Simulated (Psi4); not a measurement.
C$_{6}$H$_{10}$O$_{3}$, singlet, at a GFN2-xTB geometry. Base run: R2SCAN/3-21G (Psi4 1.11).

Geometry (Å):
```xyz
19

C     -2.1948    -1.4526     0.3150
C     -2.0805    -0.1362     0.1721
C     -3.2355     0.8140     0.1630
C     -0.7539     0.5098     0.0053
O     -0.5846     1.6976    -0.1287
O      0.2646    -0.3692     0.0175
C      1.5468     0.1829    -0.1363
O      2.4388    -0.8787    -0.0958
C      3.7768    -0.4667    -0.2396
H     -3.1575    -1.9208     0.4360
H     -1.3314    -2.0937     0.3148
H     -3.1197     1.5436     0.9625
H     -4.1749     0.2841     0.2885
H     -3.2518     1.3664    -0.7749
H      1.7405     0.9088     0.6773
H      1.6055     0.7277    -1.0986
H      4.3779    -1.3714    -0.1930
H      4.0710     0.2149     0.5673
H      3.9365     0.0345    -1.2016
```
All else is at Psi4's defaults (density fitting; Cartesian or spherical functions as each basis is defined).

Each row names what was changed in the base input (with any setting that the change needs).

| change | basis functions | E (Eh) | dipole (D) | core-seconds (rough) | outcome |
|---|---|---|---|---|---|
| base | 101 | -457.51068 | 0.88 | 60 | converged |
| basis = STO-3G | 55 | -454.12297 | 0.77 | 30 | converged |
| basis = def2-SVP | ? | ? | ? | 100 | converged |
| basis = 6-31+G* | 191 | -460.05402 | 0.92 | 200 | converged |
| basis = 6-311G** | 222 | -460.17478 | 0.92 | 100 | converged |
| basis = def2-SVPD | 269 | - | - | - | cut at the time limit |
| basis = aug-cc-pVDZ | 297 | - | - | - | cut at the time limit |

**Question.** Complete the blanks.

**Answer.** 
- basis = def2-SVP, basis functions: 176
- basis = def2-SVP, E (Eh): -459.70399
- basis = def2-SVP, dipole (D): 0.90

Totals compare only among sets that treat the same electrons; sets with core potentials leave the core out.
